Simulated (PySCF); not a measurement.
## Ga2: from constants to spectrum

UHF-CCSD(T) constants of Ga2, ³Πu (triplet), unpaired electrons σ ↑, π ↑ (Ga cc-pVDZ-PP with ECP10; scalar-relativistic core potentials (PySCF 2.14); masses 68.9256 and 68.9256 u):

- ωe: 169.3 cm⁻¹
- ωexe: 0.579 cm⁻¹
- Be: 0.065678 cm⁻¹
- αe: 0.000318 cm⁻¹
- De to Ga + Ga: 1.22 eV

Task: What force constant and bond length do these constants imply?

Result: Reduced mass μred = 34.463 u; k = 5.8918×10⁻⁷·μred·ωe² (u, cm⁻¹, mdyn/Å) = 0.582 mdyn/Å; Re = √(16.8576/(μred·Be)) (u, cm⁻¹, Å) = 2.729 Å.

Task: Estimate the centrifugal constant D from the Kratzer relation and find the Dunham coefficient a1.

Result: D = 4Be³/ωe² = 3.95e-08 cm⁻¹; a1 = −1 − αeωe/(6Be²) = -3.08.

Correlated steps freeze 8 core orbitals. Correlated levels converge slowly with the basis: in double zeta they bind strong bonds too weakly, by up to about 1 eV, and carry superposition errors of some tenths. Spin–orbit coupling is left out. The state is the lowest determinant that a PBE0 search found; another state may lie lower at other levels.
